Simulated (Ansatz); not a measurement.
Relaxation of ClH₇NO₃STa (14 atoms, charge 0, multiplicity 1), to a largest force component of 0.03 eV/Å in at most 50 steps.

All numbers below come from RKS PBE/def2-SVP (Ansatz).

```xyz
14
Properties=species:S:1:pos:R:3:forces:R:3
Ta -0.204 -0.038 -0.068 1.19 -0.25 0.15
N 1.881 -0.424 -0.070 -1.15 0.32 -0.01
H 2.459 -0.511 0.771 -0.03 -0.02 -0.04
H 2.430 -0.653 -0.904 0.00 0.00 0.02
O 0.062 0.012 1.835 0.32 -0.13 0.32
H 0.677 -0.179 2.574 -0.30 0.11 -0.38
O -0.001 -0.171 -1.970 0.28 -0.34 -0.36
H 0.491 -0.684 -2.647 -0.29 0.34 0.36
Cl -1.643 1.828 -0.045 -0.04 -0.08 -0.07
O -1.231 -1.657 0.009 -0.04 0.06 0.07
H -1.478 -1.981 0.897 0.01 -0.01 -0.06
S 1.787 2.976 -0.898 0.16 -0.39 -0.11
H 1.336 2.416 -2.066 0.09 0.12 0.23
H 2.309 1.752 -0.494 -0.20 0.26 -0.12
```

Where does it end, and by what steps?

It converged. After 22 steps the energy has fallen by 0.379 eV; H6 moved furthest, 1.56 Å.

| step | energy less start (eV) | largest force component (eV/Å) | accepted |
| --- | --- | --- | --- |
| 0 | 0.0000 | 1.190 | yes |
| 1 | -0.0728 | 0.421 | yes |
| 2 | -0.1008 | 0.416 | yes |
| 3 | -0.1229 | 0.872 | yes |
| 4 | -0.1510 | 0.502 | yes |
| 5 | -0.1795 | 0.165 | yes |
| 6 | -0.1921 | 0.294 | yes |
| 7 | -0.2020 | 0.285 | yes |
| 8 | -0.2113 | 0.480 | yes |
| 9 | -0.2244 | 0.398 | yes |
| 10 | -0.2481 | 0.425 | yes |
| 11 | -0.2606 | 0.261 | yes |
| 12 | -0.2643 | 1.197 | yes |
| 13 | -0.3014 | 0.302 | yes |
| 14 | -0.3245 | 0.268 | yes |
| 15 | -0.3341 | 0.824 | yes |
| 16 | -0.3504 | 0.484 | yes |
| 17 | -0.3658 | 0.197 | yes |
| 18 | -0.3719 | 0.077 | yes |
| 19 | -0.3749 | 0.048 | yes |
| 20 | -0.3772 | 0.143 | yes |
| 21 | -0.3781 | 0.094 | yes |
| 22 | -0.3787 | 0.020 | yes |

```xyz
14
Properties=species:S:1:pos:R:3
Ta -0.079 -0.438 -0.122
N 1.902 -0.626 -0.159
H 2.488 -0.584 0.681
H 2.427 -0.991 -0.961
O -0.009 0.205 1.690
H -0.179 1.048 2.144
O -0.204 -0.652 -2.017
H -0.427 -0.133 -2.808
Cl -1.191 1.684 -0.537
O -0.978 -2.076 0.311
H -1.091 -2.398 1.223
S 2.540 2.985 -0.911
H 1.177 3.029 -0.921
H 2.498 1.636 -0.690
```

Whether the end is a true minimum wasn't checked by a vibrational analysis.

Time of the run: 64 s on 4 threads of Arm Neoverse V2, on a shared host, peak memory 0.25 GiB.
